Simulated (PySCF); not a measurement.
C8H13F.
Z-matrix (Å and degrees, GFN2-xTB geometry), rows numbered from 1:
```
C 
C   1  1.4942
C   2  1.3241  1  125.82
C   3  1.5083  2  126.46  1    -1.10
C   4  1.5324  3  105.17  2   177.48
C   5  1.5329  4  104.91  3    24.39
C   6  1.5253  5  111.35  4    82.23
F   7  1.3759  6  110.64  5    65.46
C   3  1.5076  2  124.59  1   179.76
H   1  1.0858  2  111.61  3     4.26
H   1  1.0897  2  110.06  3   125.15
H   1  1.0902  2  110.11  3  -116.59
H   2  1.0829  1  115.08  3   179.60
H   4  1.0908  3  111.60  2    56.32
H   4  1.0927  3  110.11  2   -62.86
H   5  1.0906  4  110.10  3   -92.94
H   5  1.0888  4  112.67  3   146.24
H   6  1.0930  5  111.47  4  -156.84
H   7  1.0939  6  111.47  5   -53.25
H   7  1.0954  6  111.44  5  -176.32
H   9  1.0902  3  112.33  2    37.48
H   9  1.0934  3  109.53  2   -82.41
```

Probes without a nucleus sit at each ring's centroid and 1 Å off its mean plane on both sides; NICS is minus the shielding there, NICSzz its component along the normal. Level: GIAO PBE0/pcSseg-1 (PySCF, non-relativistic, gas phase) on the GFN2-xTB geometry, one conformer.

Ring bond lengths (Å), with Mayer bond orders in brackets: C3–C4 1.508 (1.01), C4–C5 1.532 (1.03), C5–C6 1.533 (1.01), C6–C9 1.531 (1.00), C9–C3 1.508 (1.00).

Task: Give the NICS values of each ring in ppm.

Result: 
| ring | type | NICS(0) | NICS(1), two faces | NICS(1)zz, two faces | rms pucker (Å) | centre to ring atoms, mean (Å) |
| --- | --- | --- | --- | --- | --- | --- |
| C3–C4–C5–C6–C9 | 5-membered carbocycle; formal bonds all single | -3.2 | -3.8 / -2.8 | -5.1 / -3.2 | 0.16 | 1.28 |

Task: What do they say, and how far can they be read as aromaticity?

Result: 
- C3–C4–C5–C6–C9: mean NICS(1)zz -4.2 ppm, shielded. C4, C5, C6, C9 have four or more neighbours; no verdict on aromaticity is drawn.

Task: What is the mean of the two in-plane components of NICS at the first NICS(1) probe listed for ring C3–C4–C5–C6–C9, 1 Å off the ring?

Result: The isotropic value is a third of the trace: (3 × -3.8 − (-5.1))/2 = -3.1 ppm.

Task: List the ring angles and the Hirshfeld charges of the ring atoms.

Result: 
- C3–C4–C5–C6–C9: C3 108.9° (-0.002 e), C4 105.2° (-0.073 e), C5 104.9° (-0.072 e), C6 103.2° (-0.033 e), C9 104.5° (-0.072 e); sum 526.7° against 540° for a flat convex ring.

Task: What are the shieldings of the ring atoms and their hydrogens in the same run (means over atoms taken as equivalent)?

Result: 
```csv
atoms,environment,σ isotropic (ppm),"principal values of the symmetric part, first atom (ppm)"
C3,fully substituted alkene carbon,38.2,"-64.5, 59.8, 119.2"
C4,allylic carbon,159.0,"142.1, 159.3, 175.5"
C5,ring CH2 carbon,157.4,"133.3, 163.9, 175.0"
C6,sp3 CH carbon,143.4,"127.4, 145.2, 157.5"
C9,allylic carbon,148.4,"121.7, 155.8, 167.7"
H14,methylene hydrogen,29.23,"23.8, 28.9, 35.0"
H15,methylene hydrogen,29.26,"24.4, 28.7, 34.6"
H16,methylene hydrogen,29.94,"24.7, 28.0, 37.1"
H17,methylene hydrogen,29.46,"24.9, 28.1, 35.4"
H18,methine hydrogen,29.38,"25.9, 26.6, 35.7"
H21,methylene hydrogen,29.85,"25.7, 29.2, 34.7"
H22,methylene hydrogen,29.05,"24.1, 27.8, 35.3"
```
